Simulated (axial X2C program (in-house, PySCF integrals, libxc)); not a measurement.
# FeP⁺: a run with one poor setting

All values were computed with an axial X2C code built on PySCF integrals. Two-component (2c) means X2C with spin–orbit coupling and atomic mean-field two-electron Coulomb and Gaunt terms. Basis: Fe dyall-v3z [9s10p6d3f2g], P dyall-v3z [8s7p2d1f] (cores contracted in-house); Gaussian nuclei, density fitting, unrestricted open shells. Masses: Fe 55.935 u, P 30.974 u.

One setting of this run was spoiled on purpose, so its numbers are not properties of FeP⁺. Level: r2SCAN, with spin–orbit coupling; state Ω = 2 (⟨Sz⟩ = 1.00, ⟨Lz⟩ = 1.00 at r2SCAN).

| R (Å) | E − E(lowest point) (eV) | SCF iterations |
| --- | --- | --- |
| 1.904 | 0.5765 | 14 |
| 1.992 | 0.2389 | 13 |
| 2.058 | 0.0941 | 13 |
| 2.123 | 0.0198 | 13 |
| 2.189 | 0.0000 | 11 |
| 2.266 | 0.0293 | 13 |
| 2.342 | 0.1002 | 13 |
| 2.441 | 0.2326 | 12 |
| 2.561 | 0.4308 | 13 |
| 2.736 | 0.7411 | 15 |

Fit: Re 2.184 Å, ωe 367.5 cm⁻¹, residual 0.29 microhartree, De 2.09 eV.

PBE0 search, energies from the determinant that was followed:

| ΔE (eV) | state | electrons beyond evenly filled partner blocks | electrons in ±ω = 1/2, 3/2, 5/2, 7/2 |
| --- | --- | --- | --- |
| 0.00 | Ω = 2 | 2 × ω = 1/2, ω = -3/2, ω = 5/2 | 30 9 1 0 |
| 0.05 | Ω = 0 | ω = 1/2, 2 × ω = -3/2, ω = 5/2 | 29 10 1 0 |
| 0.39 | Ω = 3 | ω = 1/2, ω = 5/2 | 29 10 1 0 |
| 0.44 | Ω = 4 | ω = 3/2, ω = 5/2 | 30 9 1 0 |
| 0.48 | Ω = 2 | ω = -1/2, ω = 5/2 | 29 10 1 0 |
| 1.23 | Ω = 2 | ω = -1/2, ω = 5/2 | 31 8 1 0 |
| 1.43 | Ω = 1 | ω = 1/2, 2 × ω = 3/2, ω = -5/2 | 29 10 1 0 |

Which setting was spoiled?
A. integration grid too coarse
B. virtual space cut too low
C. too few iterations allowed
D. an excited determinant was followed
E. density fitting set too sparse

D. An excited determinant was followed: a lower determinant stands in the search.
